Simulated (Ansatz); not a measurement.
Breaking a bond: CH₃Cl₃Si, SMILES Cl[Si](Cl)(Cl)C. The Si2–Cl8 bond (Si2 also carries C, Cl, Cl; Cl8 carries nothing else) is pulled apart rigidly from the PBE0/def2-TZVP optimised geometry.

Computed with CCSD(T) on UHF/cc-pVDZ, frozen core in Ansatz (a program for electronic structure).

### Question
Relative to R = 2.09 Å, what are the energies at R = 2.19, 2.29, 2.49, 3.75 Å?

### Answer
3.6 mEh at 2.19 Å, 11.3 mEh at 2.29 Å, 32.8 mEh at 2.49 Å, 149.8 mEh at 3.75 Å.

The unrestricted solution behind UCCSD(T) changes between 3.01 and 3.31 Å, which can leave a kink. The unrestricted determinant behind UCCSD(T) is spin-contaminated at 3.01 to 5.92 Å (<S²> up to 1.0, against 0.00 for a pure singlet).
